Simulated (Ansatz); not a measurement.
`C[C](=S)[ZnH]` + `C[SiH2]N` → `C[SiH2][NH][ZnH]` + `CC=S` at 298.15 K and 1 bar (ligand exchange at a Zn–C bond).

Computed with Ansatz on PBE0-D4/def2-TZVP structures; ΔE is electronic, products minus reactants. CBS: MP2 limit from def2 TZ/QZ plus the TZ coupled-cluster correction, frozen cores. For Zn outer-core shells are correlated without core-valence functions, which leaves a few kJ/mol of doubt a bond. Scalar relativity is left out up to krypton. One conformer a species, not always the lowest.

| species | CCSD(T)/CBS energy (Eh) | H − E (kJ/mol) | S (J/(mol·K)) |
| --- | --- | --- | --- |
| `C[C](=S)[ZnH]` | -2254.62441 | 149.1 | 331.3 |
| `C[SiH2]N` | -386.08232 | 225.7 | 304.4 |
| `C[SiH2][NH][ZnH]` | -2164.46335 | 220.6 | 357.3 |
| `CC=S` | -476.26007 | 153.8 | 272.4 |

H − E and S are ideal-gas, rigid-rotor, harmonic terms from PBE0-D4/def2-TZVP, for one conformer and one mirror image of each species. 1 Eh = 2625.50 kJ/mol, R = 8.31446 J/(mol·K).

By hand: ΔE, ΔH, ΔS and ΔG.

ΔE = (-2164.46335) + (-476.26007) − (-2254.62441) − (-386.08232) = -0.01669 Eh = -43.8 kJ/mol. Δ(H − E) = 220.6 + 153.8 − 149.1 − 225.7 = -0.4, so ΔH = -44.2 kJ/mol. ΔS = 357.3 + 272.4 − 331.3 − 304.4 = -6.0 J/(mol·K). ΔG = -44.2 − 298.15 × (-6.0)/1000 = -42.4 kJ/mol.

By hand: the equilibrium constant, and the temperature at which ΔG would vanish if ΔH and ΔS stayed fixed.

log₁₀ K = −ΔG/(RT ln 10) = 7.4. ΔG = 0 at ΔH/ΔS = 7367 K, far beyond where these terms or the molecules hold.

The number of gas molecules stays the same, so ΔS is small and ΔH decides. A doubt of 5 kJ/mol in ΔE shifts log₁₀ K by 0.9 here. Other conformers and mirror images would add mixing entropy, several J/(mol·K) or more a flexible species. Modes under 60 cm⁻¹, often nearly free rotors, make the harmonic entropy too high. These are equilibria of isolated gas molecules and say nothing of rates. Largest T1 diagnostic: 0.019 (customary marks: 0.02 for closed shells, 0.045 for open ones).
